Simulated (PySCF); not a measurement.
# Structure from NMR data

An unknown has the formula C7H13B. Its calculated NMR data are:

¹H NMR (400 MHz, computed): δ 6.56 (m, 1H), 5.23 (m, 1H), 5.14 (m, 1H), 5.13 (m, 1H), 4.72 (m, 1H), 2.07 (s, 2H), 0.80 (s, 6H).

¹³C{¹H} NMR (computed): δ 159.3 (C), 153.3 (CH), 126.3 (CH2), 122.4 (CH2), 39.0 (CH2), 14.0 (CH3, 2C).

PySCF 2.14 calculation with CAM-B3LYP/pcSseg-1 with gauge-including orbitals and PBE0-D3(BJ)/def2-SVP geometry; non-relativistic, single conformer, fast rotation and ring inversion assumed for equivalent nuclei, in vacuum.

Scale: TMS for ¹H, ¹³C (reference shieldings calculated alike).

Question: Deduce the structure.

Answer: 
1. 6 carbon signals for 7 carbons: some carbons are equivalent by symmetry or fast rotation.
2. Carbon types of the structure: 1 × C, 1 × CH, 3 × CH2, 2 × CH3, which accounts for all hydrogens.
3. δC 159.3: fully substituted alkene carbon; the olefinic region.
4. δC 153.3: alkene CH; the olefinic region.
5. δC 126.3, 122.4: terminal =CH2 carbon; as expected for a trigonal carbon in a double bond.
6. δH 6.56: hydrogen on an alkene CH; a vinylic proton, deshielded by the sp2 carbon and the C=C anisotropy.
7. δH 5.23, 5.14, 5.13, 4.72: hydrogen on a terminal =CH2 carbon; attached to an sp2 carbon and in the plane of the double bond.
8. δH 2.07: hydrogen on an allylic sp3 CH2 bonded to B; allylic position.
9. δH 0.80: hydrogen on a methyl carbon bonded to B.

These data were computed for SMILES C=CC(=C)CB(C)C.

This is the structure that produced the data.

A carbon bonded to boron is broadened by the quadrupolar boron nucleus and is often missing from a measured spectrum. Shifts are as computed, not scaled to solution data. Of 1211 compounds with measured shifts, 218 miss one by over three times the rms of a fit or turn the order of signals round; such compounds aren't used in these exercises. No couplings were computed; multiplicities are counted from neighbouring protons, with m where these are inequivalent, close in shift, in a saturated or five-membered ring or joined by F or P, and br s for small geminal =CH2 splittings.
